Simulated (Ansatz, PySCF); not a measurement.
System: sum formula H$_{3}$B$_{2}$O, charge 0, multiplicity 2. It need not be the lowest isomer of its formula. SMILES: O(B)[BH]
Geometry from a B3LYP-D3(BJ)/def2-TZVP (Ansatz, an electronic-structure program) optimisation:
```
O
B 1 1.3054
B 1 1.3492 2 174.11
H 3 1.1906 1 118.03 2 -90.04
H 3 1.1906 4 123.94 1 179.92
H 2 1.1951 1 124.83 3 180.00
```
Charge 0, spin multiplicity 2.

Property: atomisation energy (electronic, to ground-state atoms), in kJ/mol. Correlated levels leave the core frozen unless marked. Open shells are spin-unrestricted. No spin-orbit coupling. No relativistic terms. The coupled-cluster limit lacks core correlation, which all-electron functionals hold. CBS marks a two-point X^-3 extrapolation of the correlation energy; Hartree-Fock from the larger set. [CCSD(T)-MP2]/basis is that difference in the basis named.

```json
[
 {"level": "HF/aug-cc-pVTZ", "program": "Ansatz", "atomisation energy (kJ/mol)": "1715.1"},
 {"level": "HF/def2-TZVPD", "program": "PySCF", "atomisation energy (kJ/mol)": "1714.1"},
 {"level": "TPSS/def2-TZVPD", "program": "PySCF", "atomisation energy (kJ/mol)": "2222.7"},
 {"level": "PBE0/def2-SVP", "program": "Ansatz", "atomisation energy (kJ/mol)": "2232.4"},
 {"level": "PBE0/def2-TZVPD", "program": "Ansatz", "atomisation energy (kJ/mol)": "2199.4"},
 {"level": "r2SCAN0-D4/def2-TZVPD", "program": "Ansatz + dftd4", "atomisation energy (kJ/mol)": "2193.8"},
 {"level": "MP2/6-31G", "program": "Ansatz", "atomisation energy (kJ/mol)": "1905.0"},
 {"level": "SCS-MP2/cc-pVDZ", "program": "Ansatz", "atomisation energy (kJ/mol)": "2041.9"},
 {"level": "CCSD(T)/cc-pwCVTZ", "program": "Ansatz", "atomisation energy (kJ/mol)": "2129.8"},
 {"level": "RI-MP2/CBS(aug-cc-pVTZ,aug-cc-pVQZ)+[CCSD(T)-MP2]/aug-cc-pVTZ", "program": "Ansatz", "atomisation energy (kJ/mol)": "2174.4"}
]
```
